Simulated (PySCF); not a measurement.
Compound: C₅H₁₁Ga.
Atom-mapped SMILES: `[CH3:1][C@H:2]1[CH2:3][CH2:4][GaH:5][CH2:6]1` (hydrogens: H7, H8, H9 on C1; H10 on C2; H11, H12 on C3; H13, H14 on C4; H15 on Ga5; H16, H17 on C6)

Structure used (PBE0-D3(BJ)/def2-SVP), in Å, numbered top down from 1:
```
atom  x, y, z in Å
C1    -0.616    1.479   -0.735
C2    -0.343   -0.014   -0.887
C3     1.124   -0.354   -0.537
C4     1.407   -0.222    0.968
Ga5   -0.329   -0.794    1.747
C6    -1.286   -0.835    0.009
H7    -1.647    1.728   -1.032
H8     0.072    2.082   -1.348
H9    -0.495    1.810    0.313
H10   -0.506   -0.276   -1.948
H11    1.803    0.270   -1.145
H12    1.313   -1.397   -0.847
H13    1.622    0.822    1.256
H14    2.281   -0.811    1.288
H15   -0.764   -1.132    3.215
H16   -1.327   -1.889   -0.322
H17   -2.322   -0.462   -0.001
```

Linear response at CAM-B3LYP/def2-SVPD (PySCF, frozen core in the response, non-relativistic). The structure is a single PBE0-D3(BJ)/def2-SVP conformer in the gas phase; no vibrational or solvent corrections. Relativistic effects, spin–orbit coupling among them, are left out although an element past zinc is present.

Static isotropic polarisability: 85.77 au (12.71 Å³), principal values 74.1, 85.1, 98.1 au.

Question: What is the polarisability at 1064 nm and at the sodium D line?

Answer: 86.55 au at 1064 nm (+0.9 %), 88.40 au at 589.3 nm (+3.1 %). The rise at 589.3 nm is 3.37 times that at 1064 nm; a pure ω² law gives 3.26. The lowest singlet lies at 281 nm, shorter than both wavelengths.

Question: What is the isotropic C6 coefficient between two such molecules, C6 = (3/π)∫α(iω)² dω?

Answer: 2855 au (Eh·bohr⁶) by a ten-point quadrature over imaginary frequencies, which is 1710 eV·Å⁶ or 165 J·nm⁶/mol.

Question: Which effective excitation energy ω̄ makes London's formula C6 = (3/4)α²ω̄ exact here?

Answer: ω̄ = 4·C6/(3α²) = 0.518 Eh = 14.1 eV. A one-pole form α(ω) = α/(1 − ω²/ω̄²) fitted to the 1064 nm value gives 12.2 eV. London's choice of the ionisation energy (8.89 eV, ΔSCF at the same level) gives C6 = 1800 au, 37 % too low.

Question: How many electrons N does the Slater–Kirkwood formula C6 = (3/4)·√N·α^(3/2) need to give this C6?

Answer: N = (4·C6/3)²/α³ = 23.0; the species has 72 electrons in all.

Question: The lowest 10 singlets have (eV, f): 4.42, 0.000; 5.34, 0.001; 6.37, 0.020; 6.97, 0.053; 7.17, 0.001; 7.31, 0.034; 7.34, 0.016; 7.41, 0.005; 7.46, 0.011; 7.57, 0.001. What share of the static polarisability do they carry in the sum over states α = Σ f/ω²?

Answer: 2.15 au, 2.5 % of α; the largest term, 0.81 au, is that of the state at 6.97 eV. Their oscillator strengths add up to 0.14. Higher states carry the rest.

Question: How anisotropic is the static polarisability, by Δα² = ½[(α1 − α2)² + (α2 − α3)² + (α3 − α1)²]?

Answer: Δα = 20.8 au, or 0.24 of the isotropic value.

Time: 6.5 min wall (grids of density and orbitals included); peak memory 1.1 GiB. Hardware: one thread, Arm Neoverse N1 (aarch64) (shared host). This is the whole response run at CAM-B3LYP/def2-SVPD, SCF included.
